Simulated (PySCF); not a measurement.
C2H9FOSi2, SMILES F[SiH2][SiH2]CCO.

Geometry optimised at B3LYP-D3(BJ)/def2-SVP. The structure was generated by enumeration, and PubChem lists no compound with its InChIKey, so it may never have been made. One conformer was computed; it need not be the lowest.

All values below come from SMD-ωB97X/def2-SVP run with PySCF.

Solvation free energies are E(SMD) − E(gas) at the gas-phase geometry, for 1 M in both phases. In vacuum the dipole moment is 4.28 D.

Question: Rank water, benzene, N,N-dimethylformamide by solvation free energy, most negative first.

Answer: N,N-dimethylformamide (-5.0 kcal/mol), benzene (-3.8 kcal/mol), water (-2.7 kcal/mol)
